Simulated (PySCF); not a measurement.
Input for PySCF: D3(BJ) and D4 dispersion corrections on F2Si (SMILES F[Si]F).

```python
from pyscf import gto
from pyscf.dispersion import dftd3, dftd4

mol = gto.M(
    atom='''
    Si    0.00000000   -0.00000000   -0.68423299
    F     1.23906298    0.00000000    0.34211649
    F    -1.23906298    0.00000000    0.34211649
    ''',
    basis='def2-svp',
    charge=0, spin=0, verbose=0, max_memory=1800)
d3, d4 = {}, {}
for xc in ['hf', 'pbe', 'blyp', 'revpbe', 'tpss', 'r2scan', 'b3lyp', 'pbe0', 'bhlyp', 'camb3lyp', 'b2plyp']:
    d3[xc] = float(dftd3.DFTD3Dispersion(mol, xc=xc, version='d3bj', atm=False).get_dispersion()['energy'])
    print(f'D3(BJ) {xc:10s} {d3[xc]:14.8f} Eh')
for xc in ['hf', 'pbe', 'blyp', 'revpbe', 'tpss', 'r2scan', 'b3lyp', 'pbe0', 'bhlyp', 'camb3lyp', 'b2plyp']:
    d4[xc] = float(dftd4.DFTD4Dispersion(mol, xc={'camb3lyp': 'cam-b3lyp'}.get(xc, xc), atm=True).get_dispersion()['energy'])
    print(f'D4     {xc:10s} {d4[xc]:14.8f} Eh')
```

The log:

```
D3(BJ) hf            -0.01181099 Eh
D3(BJ) pbe           -0.00104241 Eh
D3(BJ) blyp          -0.00238200 Eh
D3(BJ) revpbe        -0.00270280 Eh
D3(BJ) tpss          -0.00132425 Eh
D3(BJ) r2scan        -0.00025382 Eh
D3(BJ) b3lyp         -0.00195772 Eh
D3(BJ) pbe0          -0.00089868 Eh
D3(BJ) bhlyp         -0.00161598 Eh
D3(BJ) camb3lyp      -0.00082580 Eh
D3(BJ) b2plyp        -0.00093179 Eh
D4     hf            -0.00539571 Eh
D4     pbe           -0.00133496 Eh
D4     blyp          -0.00308127 Eh
D4     revpbe        -0.00446275 Eh
D4     tpss          -0.00181092 Eh
D4     r2scan        -0.00028449 Eh
D4     b3lyp         -0.00219833 Eh
D4     pbe0          -0.00109514 Eh
D4     bhlyp         -0.00164678 Eh
D4     camb3lyp      -0.00109878 Eh
D4     b2plyp        -0.00091147 Eh
```

The run finished.

Cost: very roughly 0.04 core-seconds.
